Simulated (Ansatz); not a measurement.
Input for Ansatz (a first-principles code): R-B97M-V/def2-TZVPP on LiMg+, 2S+1 = 1, a spin state set in the input, which need not be the lowest, a point of a bond scan (R = 2.920 Å). Charge +1.

Ansatz 0.2 input:
```yaml
crystal:
  periodic: [false, false, false]
  atoms:
    - {symbol: Li, position_ang: [0.00000000, 0.00000000, 0.00000000]}
    - {symbol: Mg, position_ang: [0.00000000, 0.00000000, 2.92019500]}
basis:
  gaussian:
    orbitals: def2-TZVPP
    pivot_positions_ang: [[0.00000000, 0.00000000, 0.00000000], [0.00000000, 0.00000000, 2.92019500]]
hamiltonian:
  xc: {name: B97M-V}
total_charge: 1
output: {forces: true, orbitals: {seedname: ./end}}
```

It printed:

```
WARN ansatz: RAYON_NUM_THREADS=1 ignored (pool sized by the plan → 1); use --threads N
Functional definition: B97M-V
integrals: 0.03 GiB planned
433 factors; their error is unknown
mean field: 0.14 GiB planned
mean field evaluation 1: about -5642.4157 eV, gradient 6.7e0 eV
mean field evaluation 2: about -5642.5173 eV, gradient 4.4e0 eV
mean field evaluation 4: about -5642.5795 eV, gradient 3.5e-1 eV
mean field evaluation 8: about -5642.5745 eV, gradient 1.4e-3 eV
mean field -5642.57447099 eV, -207.3607871344 hartree, gradient 5.8e-5 eV, S^2 0.000000; 0 other end points of the search recorded, 0 dependent functions left out
the calculation of the forces begins
reference -5642.57453466 eV, -207.3607894745 hartree; 7, 7 occupied and 44, 44 virtual orbitals, 433 factors
Total energy: -5642.57453466 eV, -207.3607894745 hartree
Atom 0 at     0.000000     0.000000     0.000000 Å, force    -0.000000    -0.000000    -0.003566 eV/Å
Atom 1 at     0.000000     0.000000     2.920195 Å, force    -0.000000     0.000000     0.003566 eV/Å
Dipole moment:    -0.000000    -0.000000    -1.216479 e Å
```

The run converged.

Cost: around 1.7 core-seconds (rough).
